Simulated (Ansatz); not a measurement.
Stepwise reaction of `[SH][Al]([SH])[SH]` with ammonia, as a gas-phase model of exchange steps in deposition or etching. ΔE in kJ/mol; ΔG adds harmonic PBE0-D4 terms to CCSD(T)/CBS, at 1 bar.

Calculated with Ansatz (gas phase, PBE0-D4/def2-TZVP geometries, no zero-point term in ΔE). CCSD(T)/CBS is the MP2 limit (def2-TZVPP, def2-QZVPP) plus CCSD(T) − MP2 in def2-TZVPP, frozen cores. This one scheme is used for every species. Functionals use def2-TZVPP. B3LYP here is the variant with VWN-RPA as its local correlation; programs differ in this. Each species was taken in one conformer, which may not be the lowest.

```json
{"step": "1", "reaction": "`[SH][Al]([SH])[SH]` + NH₃ → `[NH2][Al]([SH])[SH]` + H₂S", "PBE-D4": "30.4", "B3LYP-D4": "21.6", "ωB97M-V": "21.8", "CCSD(T)/CBS": "24.2", "ΔG(400 K)": "13.7"}
{"step": "2", "reaction": "`[NH2][Al]([SH])[SH]` + NH₃ → `[NH2][Al]([NH2])[SH]` + H₂S", "PBE-D4": "34.8", "B3LYP-D4": "26.3", "ωB97M-V": "27.2", "CCSD(T)/CBS": "28.7", "ΔG(400 K)": "20.2"}
{"step": "3", "reaction": "`[NH2][Al]([NH2])[SH]` + NH₃ → `[NH2][Al]([NH2])[NH2]` + H₂S", "PBE-D4": "38.4", "B3LYP-D4": "30.1", "ωB97M-V": "31.5", "CCSD(T)/CBS": "32.2", "ΔG(400 K)": "27.8"}
```

**Question.** By hand: ΔE of the 3 steps together at CCSD(T)/CBS.

**Answer.** (24.2) + (28.7) + (32.2) = 85.1 kJ/mol, or 28.4 kJ/mol a step.

In ΔE each step is higher than the one before. All are uphill at CCSD(T)/CBS. ΔG lies between 13.7 and 27.8 kJ/mol a step. PBE-D4 differs from CCSD(T)/CBS by 6.1 to 6.2 kJ/mol a step. Isolated molecules leave out the surface, adducts and barriers. Largest T1 diagnostic: 0.011.
